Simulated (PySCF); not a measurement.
# Rh: excitation energy

Rh [Kr] 4d8 5s1 (4F) → Rh [Kr] 4d7 5s1 5p1 (high-spin determinant), as a difference of total energies. Computed with PySCF 2.14 in aug-cc-pVDZ-PP with ECP28MDF (5s5p4d2f, 54 functions), with a scalar-relativistic core potential. Correlated levels: valence: 4s2 4p6 frozen. The calculations carry no spin-orbit coupling.

```tsv
method	excitation energy (cm⁻¹)
UHF	22662
LDA	39879
PBE	38452
PBE0	36136
r2SCAN	35607
wB97M-V	35612
M06-2X	38039
r2SCAN0	34348
BP86	38950
MP2 (valence)	34323
SCS-MP2 (valence)	35389
```

The determinant of the upper state mixes LS terms, which raises its energy above the lowest term, most at the Hartree-Fock and MP2 levels.
